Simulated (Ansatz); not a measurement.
`[CH3][GeH2][CH2][AlH2]` + `[GaH3]` → `[AlH2][CH2][GaH2]` + `[CH3][GeH3]`  (formal exchange of groups at a C–Ge bond)

Isolated molecules relaxed with PBE0-D4/def2-TZVP in Ansatz; ΔE leaves out vibrations. CCSD(T)/CBS is the MP2 limit (def2-TZVPP, def2-QZVPP) plus CCSD(T) − MP2 in def2-TZVPP, frozen cores. For Ga, Ge outer-core shells are correlated without core-valence functions, which leaves a few kJ/mol of doubt a bond. Scalar relativity is left out up to krypton. Each species was taken in one conformer, which may not be the lowest.

`[CH3][GeH2][CH2][AlH2]`:

```xyz
13

C     0.284   -1.859   -0.929
Ge   -0.721   -0.403   -0.119
C    -0.052    1.393   -0.490
Al    0.461    1.581    1.393
H    -0.033   -2.821   -0.526
H     0.126   -1.858   -2.008
H     1.348   -1.725   -0.730
H    -0.436   -0.476    1.456
H    -2.244   -0.568   -0.235
H     0.760    1.357   -1.216
H    -0.848    2.046   -0.848
H    -0.558    2.232    2.420
H     1.911    1.102    1.832
```

`[GaH3]`:

Z-matrix (Å, degrees):
```
Ga
H 1 1.568
H 1 1.568 2 120.0
H 1 1.568 2 120.0 3 -179.9
```

`[AlH2][CH2][GaH2]`:

Cartesian coordinates in Å:
```
Al -0.630 1.122 -1.074
C 0.473 -0.344 -0.447
Ga 0.257 -0.853 1.430
H -2.071 0.833 -1.678
H -0.107 2.618 -0.958
H 1.520 -0.056 -0.585
H 0.233 -1.225 -1.051
H -0.810 -1.936 1.829
H 1.134 -0.159 2.534
```

`[CH3][GeH3]`:

```xyz
8

C     0.316   -0.561    0.812
Ge   -0.279    0.496   -0.719
H    -0.389   -1.369    1.010
H     1.297   -0.994    0.614
H     0.384    0.067    1.701
H    -0.382   -0.388   -1.974
H     0.715    1.636   -1.003
H    -1.662    1.113   -0.440
```

| species | SCS-MP2/def2-QZVPP energy (Eh) |
| --- | --- |
| `[CH3][GeH2][CH2][AlH2]` | -2399.31258 |
| `[GaH3]` | -1925.45867 |
| `[AlH2][CH2][GaH2]` | -2207.30373 |
| `[CH3][GeH3]` | -2117.47641 |

(1) Work out ΔE.

Largest T1 diagnostic among the species: 0.013.

## Answers

(1) ΔE = (-2207.30373) + (-2117.47641) − (-2399.31258) − (-1925.45867) = -0.00889 Eh = -23.3 kJ/mol. CCSD(T)/CBS gives -22.8 kJ/mol.

The D4 term adds +5.0 kJ/mol with B3LYP and +3.0 kJ/mol with PBE0; it sums over pairs of atoms, weighted by their polarisabilities, and B3LYP, whose exchange is more repulsive, gets the larger term. In def2-TZVPP, CCSD(T) changes the Hartree–Fock value by +9.7 kJ/mol (the triples alone add +1.5 kJ/mol) and MP2 by +9.3 kJ/mol.

B3LYP here is the variant with VWN-RPA as its local correlation; programs differ in this.
